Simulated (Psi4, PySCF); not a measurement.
PySCF was given this input:
```python
from pyscf import gto, scf, dft

mol = gto.Mole()
mol.atom = '''
    Li    0.000000    0.000000    0.000000
'''
mol.basis = 'cc-pvtz'
mol.charge = 0
mol.spin = 1
mol.verbose = 4
mol.build()

mf = dft.UKS(mol)
mf.xc = 'pbe'
mf.grids.atom_grid = (99, 590)
mf.grids.prune = None
mf.kernel()
```

### Question
Give the equivalent Psi4 input.

### Answer
Several could match; the one computed here: 
```
memory 2 GB

molecule {
0 2
  Li    0.00000000    0.00000000    0.00000000
}

set basis cc-pvtz
set reference uks
set scf_type pk
set puream true
set d_convergence 1e-8
set dft_radial_points 99
set dft_spherical_points 590

energy('pbe')
print_variables()
```

Both were run: PySCF gave -7.460949 Eh and Psi4 -7.460949 Eh, 0.000 mEh apart.
